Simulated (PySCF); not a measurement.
**How many f electrons in DyH?**

Unrestricted PBE0; basis Dy x2c-SVPall, H x2c-SVPall; spin-free X2C with a Gaussian nucleus; PySCF 2.14. The search starts from ions with several 4f fillings and holds each by maximum overlap.

The lowest solution has 2Ms+1 = 6, about 9.7 4f electrons, near 2.03 Å.

The lowest solution of each spin and filling, followed along the bond (rough minima from three points):

```tsv
2Ms+1	4f population	⟨S²⟩ at the start	R at minimum (Å)	Te (eV)
6	9.66	8.76	2.03	0.00
4	9.96	4.76	2.09	0.30
6	9.08	8.76	1.93	0.67
8	9.03	15.76	1.97	1.19
```

Solutions at the starting distance of 1.820 Å, counted from the lowest; the search is not exhaustive:

| 2Ms+1 | 4f population | E (eV) | ⟨S²⟩ | ⟨Lz²⟩ | μ (D) |
| --- | --- | --- | --- | --- | --- |
| 6 | 9.66 | 0.00 | 8.76 | 11.0 | -2.56 |
| 4 | 9.96 | 0.03 | 4.76 | 11.7 | -2.71 |
| 6 | 10.00 | 0.03 | 8.75 | 9.0 | -2.86 |
| 4 | 9.99 | 0.06 | 4.75 | 11.6 | -2.70 |
| 4 | 9.99 | 0.11 | 4.75 | 9.0 | -2.71 |
| 6 | 9.08 | 0.19 | 8.76 | 10.2 | -1.59 |
| 6 | 9.04 | 0.25 | 8.76 | 10.0 | -1.62 |
| 8 | 9.03 | 0.76 | 15.76 | 11.0 | -1.82 |
| 8 | 9.02 | 0.78 | 15.76 | 11.1 | -1.86 |
| 8 | 9.02 | 0.80 | 15.75 | 14.0 | -2.90 |
| 4 | 9.95 | 0.89 | 4.77 | 7.5 | -2.69 |
| 8 | 9.03 | 1.01 | 15.76 | 11.1 | -1.67 |

Partly filled real f orbitals mix terms, so no term symbols are given. A population far from a whole number shows f orbitals mixing with d and ligand orbitals, not a clean configuration. A positive dipole means Dy(−)H(+).

Spin–orbit coupling is left out. With d or f electrons several states lie close, and the lowest PBE0 determinant need not be the measured ground state.
